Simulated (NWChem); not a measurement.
System meant: C2H5BN2O; SMILES B(C)(N)N=C=O

NWChem input:

```
start job
memory heap 200 mb stack 900 mb global 1100 mb
geometry units angstroms noautoz
  C     -1.426036     1.502231     0.000723
  B      0.059285     0.954187     0.001338
  N      1.180507     1.804782     0.000818
  N      0.309229    -0.475559    -0.000836
  C      0.083733    -1.662754    -0.000944
  O     -0.069512    -2.837979    -0.001224
  H     -1.965971     1.149234    -0.903646
  H     -1.989053     1.099458     0.869101
  H     -1.494787     2.608001     0.029772
  H      2.138977     1.455450    -0.001683
  H      1.101928     2.820296     0.002600
end
basis spherical
  C library def2-svp
  B library def2-svp
  N library def2-svp
  O library def2-svp
  H library def2-svp
end
dft
  xc b3lyp
  iterations 4
  mulliken
end
task dft energy
```

End of the output:

```
    Atom       Charge   Shell Charges
 -----------   ------   -------------------------------------------------------
    1 C    6     6.13   1.96  0.58  0.31  1.90  1.33  0.05
    2 B    5     5.16   1.96  0.49  0.21  1.48  0.68  0.33
    3 N    7     6.97   1.97  0.68  0.39  2.25  1.65  0.03
    4 N    7     7.05   1.97  0.72  0.41  2.28  1.63  0.04
    5 C    6     5.88   1.96  0.60  0.26  1.78  1.01  0.26
    6 O    8     8.12   1.97  0.92  0.64  2.68  1.86  0.03
    7 H    1     0.95   0.62  0.26  0.07
    8 H    1     0.95   0.62  0.26  0.07
    9 H    1     0.97   0.63  0.27  0.06
   10 H    1     0.92   0.59  0.21  0.12
   11 H    1     0.92   0.59  0.20  0.12

 center of mass
 --------------
 x =   0.05254670 y =  -0.18201222 z =   0.00018584

 moments of inertia (a.u.)
 ------------------
         957.354434898146           0.000000000000           0.000000000000
           0.000000000000         224.746180627741          -0.000000000008
           0.000000000000          -0.000000000008        1170.779384373594

     Multipole analysis of the density
     ---------------------------------

     L   x y z        total         alpha         beta         nuclear
     -   - - -        -----         -----         ----         -------
     0   0 0 0     -0.000000    -22.000000    -22.000000     44.000000

     1   1 0 0      0.393669      0.196835      0.196835     -0.000000
     1   0 1 0      1.350807      0.675403      0.675403     -0.000000
     1   0 0 1     -0.002572     -0.001286     -0.001286     -0.000000

     2   2 0 0    -23.464884    -80.624437    -80.624437    137.783990
     2   1 1 0      1.902641      3.121735      3.121735     -4.340828
     2   1 0 1      0.002695     -0.001573     -0.001573      0.005841
     2   0 2 0    -28.146329   -269.194561   -269.194561    510.242793
     2   0 1 1     -0.005781      0.005163      0.005163     -0.016106
     2   0 0 2    -26.189813    -15.903224    -15.903224      5.616635

 ------------------------------------------------------------------------
 dft energy failed                                                                                  0
 ------------------------------------------------------------------------
 ------------------------------------------------------------------------
  current input line :
    28: task dft energy
 ------------------------------------------------------------------------
 ------------------------------------------------------------------------
 This type of error is most commonly associated with calculations not reaching convergence criteria
 ------------------------------------------------------------------------
 For more information see the NWChem manual at https://nwchemgit.github.io

0:dft energy failed:Received an Error in Communication
```

Task: Find the fault in this run and fix the input.

Result: Convergence was not reached. Cause: the SCF was allowed too few iterations. This input runs:
```
start job
memory heap 200 mb stack 900 mb global 1100 mb
geometry units angstroms noautoz
  C     -1.426036     1.502231     0.000723
  B      0.059285     0.954187     0.001338
  N      1.180507     1.804782     0.000818
  N      0.309229    -0.475559    -0.000836
  C      0.083733    -1.662754    -0.000944
  O     -0.069512    -2.837979    -0.001224
  H     -1.965971     1.149234    -0.903646
  H     -1.989053     1.099458     0.869101
  H     -1.494787     2.608001     0.029772
  H      2.138977     1.455450    -0.001683
  H      1.101928     2.820296     0.002600
end
basis spherical
  * library def2-svp
end
dft
  xc b3lyp
  iterations 150
  mulliken
end
task dft energy
```
It converges to -288.70272 Ha (B3LYP/def2-SVP).
